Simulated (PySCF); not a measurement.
A TDDFT job was run through a driver script with this input:

```
{"job": {"kind": "uv", "xc": "CAM-B3LYP", "basis": "def2-SVPD", "nstates": 8, "ntriplets": 3}, "charge": 0, "multiplicity": 1}
C      2.429318     0.103140    -0.342789
C      1.470932    -0.371066     0.448395
C      0.070415    -0.196342     0.184401
C     -1.059855    -0.565720     0.810334
C     -1.948732    -0.003633    -0.262151
F     -2.810483     0.997040     0.123094
C     -0.654150     0.485675    -0.956622
H      2.196284     0.650182    -1.241039
H      3.472798    -0.037096    -0.121281
H      1.713422    -0.916369     1.351480
H     -1.289536    -1.077070     1.725423
H     -2.547924    -0.727492    -0.824120
H     -0.565445     1.569702    -0.967789
H     -0.477721     0.088574    -1.954481
```

The program printed:

```
coarse grid: 11944 points
cycle   1  E = -332.1156224023  dE =  1.183e+00  |g| = 4.894e-01  |ddm| = 8.766e+00
cycle   2  E = -332.1156576058  dE = -3.520e-05  |g| = 5.647e-01  |ddm| = 1.659e+00
cycle   3  E = -332.1660377589  dE = -5.038e-02  |g| = 6.070e-02  |ddm| = 6.100e-01
cycle   4  E = -332.1666623831  dE = -6.246e-04  |g| = 2.662e-02  |ddm| = 1.788e-01
cycle   5  E = -332.1668333015  dE = -1.709e-04  |g| = 4.716e-03  |ddm| = 7.007e-02
cycle   6  E = -332.1668387785  dE = -5.477e-06  |g| = 1.573e-03  |ddm| = 1.458e-02
final grid: 116456 points
cycle   7  E = -332.2296797957  dE = -3.342e-05  |g| = 4.009e-03  |ddm| = 1.043e-01
cycle   8  E = -332.2296789246  dE =  8.711e-07  |g| = 4.795e-03  |ddm| = 1.839e-02
cycle   9  E = -332.2296834593  dE = -4.535e-06  |g| = 4.465e-04  |ddm| = 7.563e-03
cycle  10  E = -332.2296834982  dE = -3.893e-08  |g| = 1.411e-04  |ddm| = 1.089e-03
cycle  11  E = -332.2296835033  dE = -5.038e-09  |g| = 2.384e-05  |ddm| = 4.368e-04
cycle  12  E = -332.2296835034  dE = -1.453e-10  |g| = 9.425e-06  |ddm| = 9.402e-05
converged SCF energy = -332.2296835034

Static polarisability (au): isotropic 73.564, principal 50.217 65.926 104.548

Singlet excitations
state   eV       nm        f      main configurations
  1   5.6259    220.4   0.58486   H->L 0.97
  2   6.5818    188.4   0.00225   H-1->L 0.82, H-2->L 0.09
  3   6.8977    179.7   0.00978   H->L+1 0.90
  4   7.0038    177.0   0.02090   H-2->L 0.69, H-3->L 0.17
  5   7.4041    167.5   0.02313   H->L+2 0.60, H-3->L 0.13, H->L+3 0.11
  6   7.4399    166.6   0.03434   H-3->L 0.43, H->L+2 0.19, H-2->L 0.09
  7   7.5464    164.3   0.01480   H->L+3 0.74, H->L+2 0.13
  8   7.5863    163.4   0.00288   H-4->L 0.73

Triplet excitations (Tamm-Dancoff, eV): 3.1424 5.0192 6.2395
```

Method: TDDFT CAM-B3LYP/def2-SVPD, vertical, gas phase, core orbitals frozen in the response in PySCF 2.14.0, density-fitted response routines. Isolated species at its GFN2-xTB geometry (one conformer only).

Question: How many basis functions and electrons does this run hold?

Answer: 199 basis functions for 52 electrons in 26 doubly occupied orbitals.

Question: What is the polarisability anisotropy, √(½[(α1 − α2)² + (α2 − α3)² + (α3 − α1)²])?

Answer: 48.43 au.

Question: What is the gap between the lowest singlet and the lowest triplet?

Answer: 5.6259 − 3.1424 = 2.4835 eV (full response against Tamm–Dancoff).

Question: How much of the mean polarisability do the listed states account for?

Answer: The sum over states Σ f/ΔE² (ΔE in hartree) gives 15.19 au, 21% of the total; the rest comes from higher roots of the same response equations.

Question: Give the mean polarisability in Å³.

Answer: 73.56 au × 0.148185 = 10.90 Å³.

Question: Which species is it?

Answer: `C=CC1=C[C@@H](F)C1` (C6H7F), point group C1.

The SCF starts on a coarse grid; the energy jumps when the final grid takes over, and dE counts afresh there. H and L stand for HOMO and LUMO.

Shape of the structure used: `[CH2:1]=[CH:2][C:3]1=[CH:4][C@@H:5]([F:6])[CH2:7]1`: C1–C2–C3–C4 180°.
